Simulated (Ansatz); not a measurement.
Basis sets compared for Rb₂H (the lowest doublet isomer of a short search). The state is a doublet with charge 0. Geometry B3LYP-D4/def2-TZVP. Ansatz on 4 threads of Intel Xeon on a shared host; times are rough, and most runs start from earlier orbitals.

```
atom   x (Å)   y (Å)   z (Å)
 Rb1  -1.978   0.515  -0.783
 Rb2   1.682   0.235   1.384
  H3   0.297  -0.750  -0.601
```

In the def2 sets Rb takes a core potential, while STO-3G treats all electrons; there is no spin–orbit coupling. At HF/STO-3G the charge 0 doublet is spin-contaminated (final ⟨S²⟩ up to 0.85, 0.75 for a pure state). At HF/STO-3G the highest occupied level of the charge 0 doublet lies above zero (up to 3.03 eV). In Hartree–Fock with STO-3G the lack of diffuse functions raises the level. The structure comes from a short search, and lower isomers may exist.

STO-3G and 6-31G are all-electron sets without relativity, so their totals don't compare with the def2 sets.

Binding counts from free atoms (Rb doublet, H doublet) in the same basis, without a counterpoise term.

| level | functions | energy (Eh) | HOMO (eV) | LUMO (eV) | binding per atom (eV) | wall time |
| --- | --- | --- | --- | --- | --- | --- |
| HF/STO-3G | 45 | -5815.7193 | 3.03 | 7.45 | – | 1.1 s |
| HF/def2-TZVP | 72 | -48.1540 | -3.15 | -0.08 | 0.44 | 0.81 s |
| PBE-D4/def2-SVP | 53 | -48.7472 | -1.98 | -1.65 | 0.77 | 1.6 s |
| PBE-D4/def2-TZVP | 72 | -48.7502 | -1.98 | -1.64 | 0.78 | 2.4 s |
| r2SCAN-D4/def2-TZVP (with forces) | 72 | -48.7776 | -1.95 | -1.48 | 0.78 | 5 s |
| PBE0-D4/def2-SVP | 53 | -48.7464 | -2.32 | -1.25 | 0.75 | 2.5 s |
| PBE0-D4/def2-TZVP | 72 | -48.7491 | -2.32 | -1.23 | 0.77 | 13 s |

(1) Estimate the rows for PBE-D4/def2-TZVPD, r2SCAN-D4/def2-TZVPD, PBE0-D4/def2-TZVPD.

Answers

(1) 
```json
{"level": "PBE-D4/def2-TZVPD", "functions": "75", "energy (Eh)": "-48.7507", "HOMO (eV)": "-1.97", "LUMO (eV)": "-1.63", "binding per atom (eV)": "0.79", "wall time": "2.4 s"}
{"level": "r2SCAN-D4/def2-TZVPD", "functions": "75", "energy (Eh)": "-48.7782", "HOMO (eV)": "-1.95", "LUMO (eV)": "-1.47", "binding per atom (eV)": "0.78", "wall time": "4.3 s"}
{"level": "PBE0-D4/def2-TZVPD", "functions": "75", "energy (Eh)": "-48.7498", "HOMO (eV)": "-2.31", "LUMO (eV)": "-1.23", "binding per atom (eV)": "0.77", "wall time": "2 s"}
```
